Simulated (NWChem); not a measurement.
SF₃ cation; SMILES F[S+](F)F

Computed with NWChem. Each level has its own optimisation; frequencies are unscaled.

| level | r F–S (Å) | highest harmonic frequency (cm⁻¹) | lowest (cm⁻¹) | zero-point energy (kcal/mol) |
|---|---|---|---|---|
| Hartree-Fock/3-21G | 1.590 | 1031 | 342 | 6.0 |
| Hartree-Fock/STO-3G | 1.635 | 983 | 325 | 5.7 |
| PBE/def2-SVP | [?] | [?] | [?] | 5.6 |
| PBE0/def2-SVP | 1.531 | 997 | 369 | 6.0 |

**Question.** Some entries are withheld; supply them.

**Answer.** 
- PBE/def2-SVP, r F–S (Å): 1.559
- PBE/def2-SVP, highest harmonic frequency (cm⁻¹): 930
- PBE/def2-SVP, lowest (cm⁻¹): 337
